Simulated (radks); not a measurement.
Fractional charge and spin in the 4p shell of technetium: the spin-up occupation runs from 2 to 3 and the spin-down occupation from 2 to 3; the fullest corner is Tc2+, [Ar] 3d10 4s2 4d(up 2.5, down 2.5) 4p(up 3, down 3). Method: scalar-relativistic Kohn-Sham, SCAN, spin-polarised, spherical densities, finite nucleus; meta-GGA in the generalised Kohn-Sham scheme; Fermi nuclear charge, rms radius of each element as measured or else 0.836 A^(1/3) + 0.57 fm; computed with a radial shooting solver on a logarithmic mesh with Libxc functionals. Energy (eV) above the fullest corner. The planes named below are the two flat planes that join the four corners, with an edge along up + down = one added electron.

| down \ up | 2 | 2.25 | 2.5 | 2.75 | 3 |
|---|---|---|---|---|---|
| 2 | 156.848 | 133.659 | 111.470 | 90.264 | 70.020 |
| 2.25 | 133.659 | 111.577 | 90.479 | 70.340 | 51.154 |
| 2.5 | 111.470 | 90.479 | 70.438 | 51.346 | 33.210 |
| 2.75 | 90.264 | 70.340 | 51.346 | 33.294 | 16.147 |
| 3 | 70.020 | 51.154 | 33.210 | 16.147 | 0.000 |

Corners above the fullest one (they belong to Tc3+ and the next ion): (up 3, down 2) 70.020 eV, (up 2, down 3) 70.020 eV, (up 2, down 2) 156.85 eV. With half an added electron in each spin the energy lies 0.418 eV from the planes, and with half an added electron in spin up alone -1.964 eV. The planes are only a guide here: the flat-plane condition holds for ground states with one frontier orbital, while this shell lies below other occupied shells, so the corners above the fullest one are inner-hole states and not the ground states of those ions.
